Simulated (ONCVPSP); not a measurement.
## Transferability test, ONCV potential for I

```json
{"Element": "I (Z = 53)", "Generator": "ONCVPSP 4.0.1", "Type": "optimised norm-conserving Vanderbilt (ONCV)", "Functional": "LDA (Perdew-Zunger)", "Relativity": "scalar-relativistic", "Frozen core": "[Ar] 3d10", "Valence charge": "25", "Reference configuration": "4s2 4p6 4d10 5s2 5p5", "Partial waves": "4s+5s: rc 1.35 bohr, ncon 4, nbas 7, qcut 6.9 1/bohr, 2 projectors; 4p+5p: rc 1.20 bohr, ncon 4, nbas 9, qcut 11.7 1/bohr, 2 projectors; 4d: rc 1.10 bohr, ncon 4, nbas 9, qcut 13.8 1/bohr, 1 projector", "Local potential": "polynomial inside 0.85 bohr (lpopt 5, dvloc0 3 Ha)", "Core correction": "none"}
```

Energies are relative to the spin-unpolarised reference configuration 4s2 4p6 4d10 5s2 5p5; without spin polarisation the order of configurations can differ from experiment.

| valence configuration | charge | ΔE all-electron (eV) | error AE − PS (meV) |
| --- | --- | --- | --- |
| 4s2 4p6 4d10 5s2 5p4 | +1 | 11.305 | -2.3 |
| 4s2 4p6 4d10 5s2 5p3 | +2 | 31.369 | -6.6 |
| 4s2 4p6 4d10 5s2 5p4.5 | +0.5 | 4.615 | -0.9 |

Q: What are ΔE and the potential's error for 4s2 4p6 4d10 5s2 5p2?

A: ΔE = 60.983 eV all-electron; the error (AE − PS) is -13 meV.
